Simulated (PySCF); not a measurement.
Si(H)3(Cl) anion (ClH3Si), SMILES Cl[SiH3] (connectivity only; charge and spin as stated), charge -1, multiplicity 2. Atoms are numbered in the order given.

```xyz
5

Si    -1.1910    -0.0550     0.0000
Cl     1.2856    -0.0179     0.0000
H     -1.2682     0.8404    -1.2028
H     -2.6441    -0.6072     0.0000
H     -1.2682     0.8404     1.2028
```
Charge -1, spin multiplicity 2.

Geometry optimised at PBE0-D3(BJ)/def2-TZVPD. The spin state was assumed, not searched. The isomer is the one that the SMILES or the coordinates give; other isomers of the formula were not compared.

Level of theory: PBE0/pcH-1 (PySCF).

Unrestricted Kohn–Sham, ⟨S²⟩ = 0.753. Hyperfine tensors hold the contact and dipolar terms, without spin-orbit corrections.

Computed hyperfine couplings:
| nucleus | A(iso) (MHz) | A(iso) (G) | dipolar principal values (MHz) |
|---|---|---|---|
| 29Si no. 1 | -825.1 | -294.4 | -107.0, 46.2, 60.8 |
| 35Cl no. 2 | 96.9 | 34.6 | -33.5, -33.5, 67.0 |
| 1H no. 3 | -22.7 | -8.1 | -6.6, -1.7, 8.3 |
| 1H no. 4 | 157.6 | 56.2 | -6.9, -0.2, 7.1 |
| 1H no. 5 | -22.7 | -8.1 | -6.6, -1.7, 8.3 |

And the g tensor (effective nuclear charges for spin-orbit coupling, GIAO)? (An estimate is asked for; the answer gives what the named calculation found.)

principal values 2.0016, 2.0036, 2.0053; isotropic 2.0035.
